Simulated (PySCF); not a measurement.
H$_{8}$NSi$_{2}$ (SMILES [SiH3][NH2+][SiH3]), charge +1, singlet, geometry from GFN2-xTB. Base run: B3LYP/cc-pVDZ (PySCF).

Input for PySCF:
```python
from pyscf import gto, scf, dft

mol = gto.Mole()
mol.atom = '''
    Si    1.546864    0.580875   -0.004907
    N     0.165864   -0.703530   -0.132892
    Si   -1.639875   -0.186358    0.079429
    H     2.732681   -0.236007   -0.226828
    H     1.190773    1.493107   -1.080710
    H     1.356306    1.072833    1.350816
    H     0.360715   -1.438155    0.546674
    H     0.252817   -1.164212   -1.038245
    H    -1.791948    0.774993   -1.001774
    H    -1.626414    0.354719    1.429753
    H    -2.333820   -1.455807   -0.092745
'''
mol.basis = 'cc-pvdz'
mol.charge = 1
mol.spin = 0
mol.verbose = 4
mol.build()

mf = dft.RKS(mol)
mf.xc = 'b3lyp'
mf.kernel()
```

The base run was repeated with changes; each row names its change, and settings that it needs were set with it.

| change | ΔE vs base (mEh) | fitting functions |
|---|---|---|
| base | 0.000 | - |
| auxbasis = def2-universal-jfit | ___ | 239 |
| auxbasis = cc-pvtz-jkfit | -0.018 | 561 |
| exchange = seminumerical (SGX) (with mf = sgx.sgx_fit(mf, auxbasis='def2-universal-jfit'); with mf.with_df.dfj = True) | -0.600 | 239 |
| auxbasis = def2-tzvp-ri | ___ | ___ |
| only_dfj = on; auxbasis = def2-universal-jfit | -0.599 | 239 |
| auxbasis = even-tempered beta=3.0 | ___ | ___ |
| auxbasis = even-tempered beta=2.0 | -0.003 | 658 |
| auxbasis = cc-pvdz-jkfit | -0.032 | 478 |
| auxbasis = default (with mf = mf.density_fit()) | -0.032 | 478 |

### Question
What belongs in the gaps?

### Answer

- auxbasis = def2-universal-jfit, ΔE vs base (mEh): 691.9
- auxbasis = def2-tzvp-ri, ΔE vs base (mEh): -31.062
- auxbasis = def2-tzvp-ri, fitting functions: 422
- auxbasis = even-tempered beta=3.0, ΔE vs base (mEh): -1.227
- auxbasis = even-tempered beta=3.0, fitting functions: 462

A fitting set is made for a task (jfit for Coulomb, jkfit for Coulomb and exchange, ri for correlation) and for a family of orbital bases.
